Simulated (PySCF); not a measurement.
**Working out the ionisation energy of Cd⁺**

Cd⁺ [Kr] 4d10 5s1 (2S) → Cd²⁺ [Kr] 4d10 (1S). Computed with PySCF 2.14 in aug-cc-pVDZ-PP with ECP28MDF (5s5p4d2f, 54 functions), with a scalar-relativistic core potential. Frozen: 4s2 4p6. Energies in hartree (1 hartree = 27.21139 eV):

```csv
part,Cd⁺ (lower),Cd²⁺ (upper)
UHF,-166.565887,-165.996307
MP2 opposite-spin,-0.207172,-0.183320
MP2 same-spin,-0.123484,-0.106975
```

**Question.** What does Hartree-Fock give?

**Answer.** (-165.996307) − (-166.565887) = 0.569580 hartree = 15.499 eV.

**Question.** What do MP2 and SCS-MP2 (6/5 opposite-spin, 1/3 same-spin) give?

**Answer.** The opposite-spin parts differ by 0.649 eV and the same-spin parts by 0.449 eV. MP2: 15.499 + (0.649) + (0.449) = 16.597 eV. SCS-MP2: 15.499 + 1.2 × (0.649) + (0.449)/3 = 16.427 eV.

Measured between the centres of the two terms (NIST): 16.908 eV, so MP2 (valence) is off by -0.311 eV.

A double-zeta basis recovers only part of the correlation energy.

What remains against the reference includes basis incompleteness, the frozen core and correlation beyond second order.
